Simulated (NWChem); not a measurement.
System: C₄H₅O₂, doublet; SMILES O[C]=CC(=O)C

```xyz
11

C      1.4239     0.6327     0.0018
C     -0.0413     0.9950     0.0009
O     -0.4148     2.1472    -0.0001
C     -1.0437    -0.1044     0.0010
C     -0.7981    -1.4134    -0.0002
O      0.3037    -2.1270    -0.0002
H      1.6748     0.0216     0.8821
H      2.0162     1.5557     0.0062
H      1.6770     0.0289    -0.8830
H     -2.0847     0.2287     0.0012
H      0.0973    -3.0704    -0.0035
```
Atoms are numbered in this order, from 1.

Computed with NWChem. Spin-unrestricted. Spin-contaminated determinants: UHF/def2-SVP (<S²> = 1.02). The geometry was optimised at PBE0/def2-SVP, spin-unrestricted. Not confirmed as a minimum by frequencies. No stability test was run on the SCF state. Vzz is the largest principal value of the second derivative of the potential at the nucleus (NWChem prints the opposite sign); η is the asymmetry. Non-relativistic.

For level CAM-B3LYP/def2-SVP:

```
Quantity        Value
-------------  ------
Vzz O3 (a.u.)  -1.904
Vzz O6 (a.u.)   1.513
```

**Question.** Estimate the same quantities for level UHF/def2-SVP.

**Answer.** The vzz O3 (a.u.) is -2.119 and the vzz O6 (a.u.) is 1.699.
